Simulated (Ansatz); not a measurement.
Wavefunction ladder for C3H6GaN (`[CH3][Ga]([CH3])[C]#N`)

```xyz
11

C    -0.743   -0.513    1.650
Ga    0.136   -0.129   -0.050
C    -0.108    1.320   -1.335
C     1.517   -1.440   -0.561
N     2.325   -2.207   -0.861
H    -1.501    0.227    1.904
H    -1.210   -1.500    1.608
H     0.002   -0.546    2.449
H    -0.375    0.905   -2.311
H    -0.879    2.026   -1.027
H     0.835    1.858   -1.465
```

Total charge 0; spin multiplicity 1. Correlated methods include outer-core shells of Ga, which these sets cover unevenly. Scalar relativity is left out up to krypton. All single points use the PBE0-D4/def2-TZVP geometry. Frozen core, restricted reference, the Gaussian-basis code of Ansatz.

| basis | HF (Eh) | MP2 corr. | CCSD corr. | (T) | CCSD(T) total |
| --- | --- | --- | --- | --- | --- |
| def2-SVP | -2094.42886 | ? | -0.80552 | -0.02913 | ? |
| def2-TZVPP | -2094.87602 | -0.91760 | -0.94067 | ? | ? |
| def2-QZVPP | ? | ? | – | – | – |

(1) Fill in the withheld values. (Best estimate.)

## Answers

(1) The calculation gave: def2-SVP MP2 corr.: -0.77768; def2-SVP CCSD(T) total: -2095.26351; def2-TZVPP (T): -0.04280; def2-TZVPP CCSD(T) total: -2095.85949; def2-QZVPP HF (Eh): -2094.92347; def2-QZVPP MP2 corr.: -1.20899.
